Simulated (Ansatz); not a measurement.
A structure relaxed at PBE-D4/def2-TZVP in Ansatz, charge 0, singlet:

```xyz
3

Ni   -0.7720    0.0692    1.0465
Cu    0.0171   -1.1671   -0.7205
Cu    0.7549    1.0979   -0.3260
```

Problem. Give its formula and point group.

Solution. Cu2Ni (the lowest singlet isomer of a short search). Point group C2v (tolerance 0.1 Å).

Problem. Summarise the bond lengths by kind (pairs closer than 1.2 times the sum of covalent radii, bridged metal pairs left out).

Solution. 2 × Cu–Ni 2.30 Å; 1 × Cu–Cu 2.41 Å.

The restricted singlet is unstable: a solution with broken spin symmetry lies lower. The relaxation made no stability test and no search for a lower SCF solution. The order of the spin states hangs on the level: the triplet lies 0.49 eV below the singlet at PBE0-D4/def2-TZVP, but 0.40 eV above it at PBE-D4/def2-TZVP. The singlet is doubtful at PBE0-D4/def2-TZVP (restricted singlet, unstable towards broken spin symmetry). The singlet is doubtful at PBE-D4/def2-TZVP (restricted singlet, unstable towards broken spin symmetry). The triplet is doubtful at PBE-D4/def2-TZVP (an occupied level 0.00 eV above an empty one). The structure comes from a short search, and lower isomers may exist.
